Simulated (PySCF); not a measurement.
C2H5AlCl2. Atoms are numbered in the order given.

```xyz
10

Al     0.0701     0.1868     0.0375
Cl    -0.0705    -1.6376     1.0584
Cl     0.9691     1.7728     1.0689
C     -0.6042     0.3821    -1.7683
C     -1.2183    -0.8860    -2.3792
H      0.2268     0.7579    -2.3936
H     -1.3390     1.2087    -1.7577
H     -2.0682    -1.2540    -1.7824
H     -0.4865    -1.7083    -2.4293
H     -1.5858    -0.7085    -3.4031
```

Geometry: ωB97X-D3(BJ)/def2-SVP. The structure was generated by enumeration; whether it is a known compound was not checked. The values are those of a single conformer.

Method: PBE/def2-TZVP run with PySCF.

ESP charges are fitted to the potential on shells at 1.4 to 2.0 van der Waals radii. Atomic charges (e):

```json
[
 {"atom": "Al1", "Löwdin": "-0.56", "ESP fit": "0.51"},
 {"atom": "Cl2", "Löwdin": "0.32", "ESP fit": "-0.24"},
 {"atom": "Cl3", "Löwdin": "0.31", "ESP fit": "-0.25"},
 {"atom": "C4", "Löwdin": "-0.43", "ESP fit": "0.06"},
 {"atom": "C5", "Löwdin": "-0.33", "ESP fit": "-0.08"},
 {"atom": "H6", "Löwdin": "0.16", "ESP fit": "-0.02"},
 {"atom": "H7", "Löwdin": "0.16", "ESP fit": "-0.02"},
 {"atom": "H8", "Löwdin": "0.13", "ESP fit": "0.01"},
 {"atom": "H9", "Löwdin": "0.13", "ESP fit": "0.01"},
 {"atom": "H10", "Löwdin": "0.12", "ESP fit": "0.02"}
]
```
